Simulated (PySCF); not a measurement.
Sn(H)(NMe2) (C2H7NSn), SMILES C[N](C)[SnH] (connectivity only; charge and spin as stated), neutral, multiplicity 1.

The structure is a stationary point at PBE-D3(BJ)/def2-SVP. The structure was generated by enumeration; whether it is a known compound was not checked. The def2 effective core potentials stand for the cores of Sn; spin–orbit coupling is left out.

The numbers are results of PySCF with PBE-D3(BJ)/def2-SVP, not measurements.

Frequencies are harmonic and unscaled.

Problem. Estimate the vibrational spectrum. (The exact figures need the calculation; the answer reports its results.)

Solution. 
```
mode  ν (cm⁻¹)  IR (km/mol)  moving atoms (share of kinetic energy)
----  --------  -----------  --------------------------------------
1          192          5.5                          H 72 %, N 26 %
2          237          0.5                  C 47 %, H 27 %, N 19 %
3          239          0.0                                  H 95 %
4          293          5.1                 C 51 %, H 25 %, Sn 20 %
5          309         13.5                          H 57 %, N 37 %
6          326          3.2                                  H 94 %
7          507         11.8                  C 35 %, H 30 %, N 29 %
8          612         37.8                                  H 96 %
9          972         74.0                  C 44 %, H 30 %, N 26 %
10        1036          0.9                          H 71 %, C 26 %
11        1060          0.5                          H 80 %, C 20 %
12        1104          4.9                  H 68 %, C 20 %, N 12 %
13        1198         37.9                  N 57 %, C 31 %, H 13 %
14        1219          2.5                  H 43 %, N 32 %, C 25 %
15        1367          2.4                          H 86 %, C 13 %
16        1392         31.7                          H 83 %, C 17 %
17        1393          1.4                                  H 97 %
18        1405         11.2                                  H 97 %
19        1414         21.9                                  H 97 %
20        1438          1.1                                  H 96 %
21        1611        423.8                                  H 99 %
22        2887         51.2                                  H 97 %
23        2894        194.1                                  H 97 %
24        2937         76.1                           H 91 %, C 9 %
25        2946          3.5                           H 91 %, C 9 %
26        3040         10.3                           H 91 %, C 9 %
27        3074          4.8                           H 91 %, C 9 %
```
